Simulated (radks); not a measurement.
Values are calculated unless marked as measured or tabulated.
Removal energies from neutral scandium, [Ar] 3d1 4s2, by Delta-SCF beside the eigenvalue of the level emptied. Level of theory: non-relativistic Kohn-Sham, PBE, spin-polarised, spherical densities, point nucleus (a radial shooting solver on a logarithmic mesh with Libxc functionals). Open shells are filled with parallel spins first.

removed from,final configuration,Delta-SCF (eV),-eigenvalue (eV)
4s,[Ar] 3d1 4s1,6.423,4.003
3d,[Ar] 4s2,8.730,3.651
3p,[Ne] 3s2 3p5 3d1 4s2,39.257,33.134
3s,[Ne] 3s1 3p6 3d1 4s2,60.359,53.951
